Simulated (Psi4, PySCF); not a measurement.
Input for Psi4:
```
memory 2 GB

molecule mol {
1 1
Al    0.013786   -0.087715    0.059414
C    -0.239647    1.524787   -1.032807
H    -0.976327    2.176848   -0.546407
H    -0.600858    1.232866   -2.027178
H     0.718912    2.051165   -1.125314
O     0.221460   -1.409067    0.954425
H     0.345260   -2.196763    1.487967
}

set {
  basis 6-311g**
  reference rks
  scf_type pk
  puream true
  d_convergence 1e-8
  dft_radial_points 99
  dft_spherical_points 590
}

energy('blyp')
print_variables()
```

Task: Write the same job for PySCF.

Result: This is not unique; one that fits is 
```python
from pyscf import gto, scf, dft

mol = gto.M(
    atom='''
Al    0.01378599   -0.08771531    0.05941353
C    -0.23964694    1.52478693   -1.03280691
H    -0.97632662    2.17684818   -0.54640708
H    -0.60085771    1.23286648   -2.02717849
H     0.71891160    2.05116469   -1.12531413
O     0.22145958   -1.40906733    0.95442481
H     0.34525979   -2.19676333    1.48796681
''',
    basis='6-311g**',
    charge=1,
    verbose=4,
)

mf = dft.RKS(mol)
mf.xc = 'blyp'
mf.grids.atom_grid = (99, 590)
mf.grids.prune = None
mf.kernel()
```

Both were run: Psi4 gave -357.951227 Eh and PySCF -357.951227 Eh, 0.000 mEh apart.
